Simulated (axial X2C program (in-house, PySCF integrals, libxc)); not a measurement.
## Low determinants of SbBr at the PBE0 level, scalar-relativistic

Calculated with an in-house all-electron X2C program for linear molecules (integrals from PySCF). Spin-free means the one-electron spin-free X2C Hamiltonian. Basis: Sb dyall-cv3z [11s12p8d4f1g], Br dyall-cv3z [8s9p6d4f1g] (cores contracted in-house); Gaussian nuclei, density fitting, unrestricted open shells. Masses: Sb 120.904 u, Br 78.918 u.

Search at 2.540 Å (vertical energies from the lowest determinant):

| ΔE (eV) | state | electrons beyond evenly filled partner blocks | electrons in σ, π, δ, φ |
| --- | --- | --- | --- |
| 0.00 | M_S = 1, Λ = 0 | π+α, π-α | 36 38 12 0 |
| 0.79 | M_S = 0, Λ = 2 | π+α, π+β | 36 38 12 0 |
| 0.79 | M_S = 0, Λ = 0 | π+β, π-α | 36 38 12 0 |
| 2.57 | M_S = 1, Λ = 1 | σα, π+α | 37 37 12 0 |
| 2.84 | M_S = 0, Λ = 1 | σα, π+β | 37 37 12 0 |
| 4.41 | M_S = 1, Λ = 2 | 2 × π+α, 2 × π+β, 2 × π-α | 36 38 12 0 |
| 4.53 | M_S = 1, Λ = 1 | σα, π+α, π+β, π-α | 35 39 12 0 |

Lowest determinant, M_S = 1, Λ = 0 (beyond evenly filled blocks: π+α, π-α): Re = 2.487 Å, ωe = 261.5 cm⁻¹.

The determinant in row 2 of the search, M_S = 0, Λ = 2 (beyond evenly filled blocks: π+α, π+β), was followed along the bond at PBE0; measured from the minimum of the lowest determinant it gives:

Te = 0.782 eV (6306 cm⁻¹), Re = 2.475 Å, ωe = 267.4 cm⁻¹.

**Question.** Compare the bond of the determinant in row 2 with that of the lowest one.

**Answer.** At PBE0 its Re is 0.012 Å shorter and its force constant, which goes as ωe², is 1.05 times that of the lowest determinant. T0 ≈ Te + Δωe/2 = 6306 + (3) = 6309 cm⁻¹.

The search compares states at one distance, so a state with another bond length can lie lower; it is not exhaustive and yields mostly the lowest determinant of each block pattern, so other components and higher states of one pattern are missing. These are energies of single determinants, not of spin-adapted states; PBE0 term energies can be off by some tenths of an eV, and the functional has no current term. The lowest determinant need not be the ground state where others lie within half an eV.
